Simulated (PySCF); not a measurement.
# Vibration and rotation of ReH

ROHF-CCSD(T) constants of ReH, ⁵Σ⁺ (quintet), unpaired electrons π ↑↑, δ ↑↑ (basis Re def2-TZVPP with ECP60, H def2-TZVPP; scalar-relativistic core potentials; PySCF 2.14; masses 186.9558 and 1.0078 u):

```
ωe                     : 2092.5 cm⁻¹
ωexe                   : 36.9 cm⁻¹
Be                     : 6.3054 cm⁻¹
αe                     : 0.165 cm⁻¹
D (centrifugal)        : 0.000229 cm⁻¹
De to Re (5d5 6s2) + H : 2.08 eV
```

(1) Give the vibrational terms G(v) and spacings up to v = 6.

(2) How well does the Morse estimate ωe²/(4ωexe) reproduce De, and what is D0?

Correlated steps freeze no core orbitals. These are scalar-relativistic numbers at best; spin–orbit coupling would shift them, the dissociation energy most. With d or f electrons several states lie close, and the lowest PBE0 determinant need not be the measured ground state.

Answers

(1) G(v) = ωe(v+½) − ωexe(v+½)².

```
v  G(v) (cm⁻¹)  G(v) − G(v−1)  Bv (cm⁻¹)
0         1037                     6.223
1         3056           2019      6.058
2         5001           1945      5.893
3         6872           1871      5.728
4         8669           1797      5.563
5        10393           1724      5.398
6        12042           1650      5.233
```

(2) It gives 3.68 eV, 177 % of the computed De. D0 = De − G(0) = 2.08 − 0.13 = 1.95 eV.
